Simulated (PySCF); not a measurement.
**Electron correlation in Sn²⁺ (tin, charge +2)**

[Kr] 4d10 5s2, closed-shell 1S. Calculation: PySCF 2.14, in x2c-QZVPPall (13s9p7d4f1g, 112 functions); the spin-free X2C one-electron Hamiltonian (Gaussian nucleus). Frozen: [Ar] 3d10; 20 electrons correlated.

MP2 pair energies summed by pair of shells (mhartree):

```tsv
pair	energy	share (%)
4d-4d	-331.41	48.8
4p-4d	-122.72	18.1
4d-5s	-94.34	13.9
4p-4p	-42.49	6.3
4s-4d	-30.06	4.4
5s-5s	-25.80	3.8
4s-4p	-17.11	2.5
4p-5s	-10.52	1.5
4s-4s	-3.63	0.5
4s-5s	-1.26	0.2
```

Total MP2 correlation energy: -679.35 mhartree.

Same-spin part -230.43 and opposite-spin part -448.92 mhartree; SCS-MP2 scales them by 1/3 and 6/5 to -615.51 mhartree.

This basis was not built for core-valence correlation, so the inner-shell part is incomplete.
